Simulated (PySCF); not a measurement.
SCF from a fresh guess for quartet NbI2, at the PBE0 minimum. PySCF input:

```python
from pyscf import gto, scf, dft
mol = gto.M(atom='''
Nb     0.000000     0.000000     0.000000
I     -0.000000     0.000000     2.655376
I      0.000000     0.000000    -2.655376''',
    basis={'Nb': 'def2-SVP', 'I': 'def2-SVP'},
    ecp={'Nb': 'def2-SVP', 'I': 'def2-SVP'},
    charge=0, spin=3)
mf = dft.UKS(mol, xc='PBE0')
mf.grids.atom_grid = (50, 194)
aux = {'Nb': 'def2-universal-JKFIT', 'I': 'def2-universal-JKFIT'}
mf = mf.density_fit(auxbasis=aux)
mf.conv_tol = 1e-08
mf.diis_space = 10
mf.max_cycle = 60
mf.init_guess = 'huckel'
mf.verbose = 4
mf.kernel()
```

Excerpt of the output (cycles alone):

```
init E= -652.068059944238
cycle= 1 E= -644.299332785928  delta_E= 7.77  |g|= 3.07  |ddm|= 3.81
cycle= 2 E= -612.527301184236  delta_E= 31.8  |g|= 4.32  |ddm|= 12.6
cycle= 3 E= -651.716144206377  delta_E= -39.2  |g|= 1.01  |ddm|= 11.9
cycle= 4 E= -651.432977105983  delta_E= 0.283  |g|= 1.23  |ddm|= 0.925
cycle= 5 E= -651.513344564392  delta_E= -0.0804  |g|= 1.18  |ddm|= 0.101
cycle= 6 E= -652.032709834348  delta_E= -0.519  |g|= 0.744  |ddm|= 0.689
cycle= 7 E= -652.313052241458  delta_E= -0.28  |g|= 0.35  |ddm|= 0.528
cycle= 8 E= -652.422125386195  delta_E= -0.109  |g|= 0.0909  |ddm|= 0.637
cycle= 9 E= -652.431811452982  delta_E= -0.00969  |g|= 0.0252  |ddm|= 0.193
cycle= 10 E= -652.433247135173  delta_E= -0.00144  |g|= 0.0076  |ddm|= 0.114
cycle= 11 E= -652.4333256103  delta_E= -7.85e-05  |g|= 0.00501  |ddm|= 0.0219
cycle= 12 E= -652.433351424691  delta_E= -2.58e-05  |g|= 0.000359  |ddm|= 0.0107
cycle= 13 E= -652.433351987064  delta_E= -5.62e-07  |g|= 5.12e-05  |ddm|= 0.00284
cycle= 14 E= -652.433351989806  delta_E= -2.74e-09  |g|= 2.99e-05  |ddm|= 0.000158
Extra cycle  E= -652.433351989445  delta_E= 3.62e-10  |g|= 3.73e-05  |ddm|= 0.000122
converged SCF energy = -652.433351989445  <S^2> = 3.786095  2S+1 = 4.018007
```

No lower solution of this spin was found from smeared starts or by a stability analysis within the unrestricted form.

Other spin states or occupations of the open shell can lie lower. Spin–orbit coupling, left out here, can matter for elements this heavy.

The search for the lowest solution, 3 starts and the stability check together, took 28 s on 2 threads of a shared Arm Neoverse N1 host, with 83 basis functions; the process peaked at 0.37 GiB.
